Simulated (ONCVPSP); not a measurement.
Pseudopotential generation for ruthenium: ONCV, PBEsol, fully relativistic.

Ru (Z = 44), optimised norm-conserving Vanderbilt (ONCV), made with ONCVPSP 4.0.1 (PBEsol, fully relativistic). Core [Ar] 3d10, reference 4s2 4p6 4d5 (charge +3). Waves: 4s: rc 1.25 bohr, ncon 4, nbas 8, qcut 7.9 1/bohr, 2 projectors, debl 1.7 Ha; 4p: rc 1.45 bohr, ncon 3, nbas 7, qcut 10.4 1/bohr, 3 projectors, debl 2.9 Ha; 4d: rc 2.25 bohr, ncon 5, nbas 10, qcut 6.2 1/bohr, 2 projectors, debl 1.9 Ha. Local part: polynomial inside 1.20 bohr (lpopt 5, dvloc0 0 Ha). Core correction: none.

Open shells are filled in proportion to 2j + 1.

In the s channel the program set the typed energies aside and used -4.077, 0.250 Ha. In the p channel the program set the typed energies aside and used -2.923, 0.250, 3.150 Ha (j = l + 1/2; the other j can differ).

Results:

* Cutoffs needed: 33 Ha and 63 Ha (the cutoffs (Ha) at which the residual kinetic energy of the hardest occupied pseudo-wave falls to 1 and 0.1 mHa per electron)
* Ghost test: no bound ghost flagged; GHOST(+) flagged for s at 274.5 eV
* Largest excitation error: +69 meV (all-electron minus pseudo) for 4s2 4p6 4d7, out of 4 test configurations

Generation and tests took about 6.7 s on one core of a shared server CPU.
